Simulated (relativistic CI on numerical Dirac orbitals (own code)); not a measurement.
## V2+ in a cubic cluster: 3s photoemission with charge transfer

Computed with a charge-transfer multiplet model of a cubic metal-ligand cluster with up to 2 ligand holes, Slater and spin-orbit integrals from Dirac-Coulomb-Breit ions, Slater integrals scaled by 0.7. The ground state mixes d3 with configurations of k ligand holes L, whose averages lie at kΔ + k(k − 1)U_dd/2; a core hole lowers each added d electron by U_cd. 300 K, Lorentzian 1.4 eV and Gaussian 0.8 eV FWHM.

Atomic integrals in eV (Slater integrals scaled, ζ unscaled), ground: F2dd 6.242, F4dd 3.880, zeta_d 0.019; with the core hole: F2dd 7.136, F4dd 4.475, zeta_d 0.026, G2cd 7.352.

Cluster parameters (eV): U_dd = 5.1, U_cd = 6, 10Dq = 0.75, 10Dq(ligand) = 0.1, V(eg) = 2.9, V(t2g) = -1.42, final-state hopping factor = 0.8.

| Case | n_d | d3 | d4L | d5L2 | S |
| --- | --- | --- | --- | --- | --- |
| Δ = 2.2 eV | 3.71 | 0.40 | 0.49 | 0.11 | 1.50 |
| Δ = 4.2 eV | 3.56 | 0.51 | 0.42 | 0.07 | 1.50 |
| Δ = 5.2 eV | 3.49 | 0.56 | 0.38 | 0.05 | 1.50 |

Weights, n_d and S are thermal averages at 300 K. Binding energies count from the first peak over 30 % of the highest in each spectrum, which can be another peak from case to case. The parameters are a model scan and need not match a compound or its usual spin state. Peaks in eV (height, largest 100):
- Δ = 2.2 eV: 0.0 (100), 7.0 (47), 10.0 (14), 16.4 (8)
- Δ = 4.2 eV: 0.0 (100), 5.8 (44), 9.7 (15), 15.3 (8)
- Δ = 5.2 eV: 0.0 (100), 5.5 (48), 14.9 (8)

Curve for Δ = 5.2 eV (points under 2 left out, the grid thinned):

```
E (eV)  Intensity
  -3.3        5.8
  -2.8        7.9
  -2.4       10.6
  -1.9       16.3
  -1.5       24.8
  -1.0       45.8
  -0.5       80.5
  -0.1       99.6
   0.4       83.2
   0.9       48.6
   1.3       30.4
   1.8       19.0
   2.2       14.7
   2.7       12.6
   3.2       12.9
   3.6       15.4
   4.1       22.7
   4.5       32.7
   5.0       44.6
   5.5       47.9
   5.9       46.5
   6.4       42.0
   6.9       36.7
   7.3       33.1
   7.8       26.0
   8.2       20.3
   8.7       16.7
   9.2       14.4
   9.6       12.5
  10.1       10.3
  10.5        8.3
  11.0        5.8
  11.5        4.2
  11.9        3.5
  12.4        3.1
  12.8        3.1
  13.3        3.4
  13.8        4.3
  14.2        5.7
  14.7        7.5
  15.2        7.4
  15.6        5.8
  16.1        4.0
  16.5        3.0
  17.0        2.1
```

For the case Δ = 5.2 eV, Δ = 5.2 eV is larger than U_dd = 5.1 eV, the Mott-Hubbard side of the Zaanen-Sawatzky-Allen scheme. With the core hole the configuration with one ligand hole lies at Δ − U_cd = -3.8, -1.8, -0.8 eV from the one without, in the order of the table; where this is negative the screened configuration lies lower, though the effective hopping of about 4.8 eV (from the holes of the mixed ground state) mixes the two strongly wherever it is as large as the gap.

With at most 2 ligand holes the space is cut while the next configuration still counts, so covalency is underestimated, and a final configuration with one more ligand hole, which can lie low, is missing from the spectra.

Without intra-shell correlation the exchange splitting of the 3s hole comes out too large.
